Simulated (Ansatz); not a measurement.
Total energies of `C[NH][InH][Cl]`.

Cartesian coordinates in Å:
```
C 1.313 -0.137 0.142
N -0.018 -0.168 0.704
In -1.723 0.197 -0.252
Cl -1.241 0.691 -2.488
H 1.818 -1.108 0.219
H 1.264 0.119 -0.919
H 1.951 0.612 0.628
H -0.037 -0.400 1.683
H -3.328 0.195 0.282
```

Charge 0, multiplicity 1. Correlated methods include outer-core shells of In, which these sets cover unevenly. In: def2 effective core potential. The geometry is a stationary point of PBE0-D4/def2-TZVP. It is one conformer, not always the lowest. Basis def2-TZVPP, Ansatz.

RPA on PBE orbitals: Hartree–Fock energy of these orbitals -743.97530 Eh, correlation -1.36594 Eh (frozen core).

```tsv
functional	energy without D4 (Eh)	D4 term (kJ/mol)
revPBE	-746.22980	-49.3
r2SCAN	-746.28019	-4.3
```

**Question.** Give the same for LDA (SPW92), PBE, BLYP, B97M-V, PBE0, B3LYP, r2SCANh, r2SCAN0, HSE06 (plane-wave form), BHLYP, CAM-B3LYP, LC-ωPBE, ωB97X-V, ωB97M-V, B2PLYP, PBE-QIDH. (Estimate.)

**Answer.** Computed: 
| functional | energy without D4 (Eh) | D4 term (kJ/mol) |
| --- | --- | --- |
| LDA (SPW92) | -743.65052 | – |
| PBE | -745.98226 | -17.9 |
| BLYP | -746.20294 | -38.2 |
| B97M-V | -746.17156 | – |
| PBE0 | -746.02955 | -15.3 |
| B3LYP | -746.38304 | -28.9 |
| r2SCANh | -746.26029 | -4.7 |
| r2SCAN0 | -746.23179 | -5.2 |
| HSE06 (plane-wave form) | -746.01499 | -14.4 |
| BHLYP | -746.15639 | -24.5 |
| CAM-B3LYP | -746.24103 | -15.8 |
| LC-ωPBE | -746.14609 | – |
| ωB97X-V | -746.17930 | – |
| ωB97M-V | -746.17211 | – |
| B2PLYP | -745.86906 | – |
| PBE-QIDH | -745.73065 | – |

B3LYP takes the VWN-RPA correlation (the form of Gaussian; ORCA's B3LYP/G). HSE06 is the plane-wave form, built on full-range PBE exchange. The double hybrids freeze the cores in their second-order part.

LC-ωPBE has ω = 0.4 bohr⁻¹.
